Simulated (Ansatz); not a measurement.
Relaxation of BrH3HfO3 (8 atoms, charge 0, multiplicity 1), to a largest force component of 0.02 eV/Å in at most 40 steps.

Theory: RKS B3LYP/def2-SVP in Ansatz 0.2.0.

```xyz
8
Properties=species:S:1:pos:R:3
O 1.256 0.214 1.330
Hf 0.238 0.047 -0.219
O -0.862 -1.456 -0.151
O -0.794 1.589 -0.362
Br 1.500 -0.512 -2.238
H 0.860 0.341 2.196
H -0.787 -2.079 -0.884
H -1.409 1.856 0.328
```

Where does it end, and by what steps?

The forces met the threshold. After 8 steps the energy has fallen by 1.088 eV; H7 moved furthest, 0.85 Å.

| step | energy less start (eV) | largest force component (eV/Å) | accepted |
| --- | --- | --- | --- |
| 0 | 0.0000 | 2.730 | yes |
| 1 | -0.6508 | 0.626 | yes |
| 2 | -0.7670 | 0.547 | yes |
| 3 | -0.8758 | 0.391 | yes |
| 4 | -0.9930 | 0.488 | yes |
| 5 | -1.0653 | 0.187 | yes |
| 6 | -1.0843 | 0.311 | yes |
| 7 | -1.0881 | 0.038 | yes |
| 8 | -1.0883 | 0.007 | yes |

```xyz
8
Properties=species:S:1:pos:R:3
O 1.158 0.050 1.441
Hf 0.198 0.013 -0.227
O -0.813 -1.619 -0.366
O -0.984 1.528 -0.337
Br 1.874 0.121 -2.157
H 1.549 0.061 2.314
H -1.364 -2.401 -0.356
H -1.617 2.246 -0.313
```

Run time: 53 s on 2 threads of Arm Neoverse N1 (shared host), peak memory 0.27 GiB.
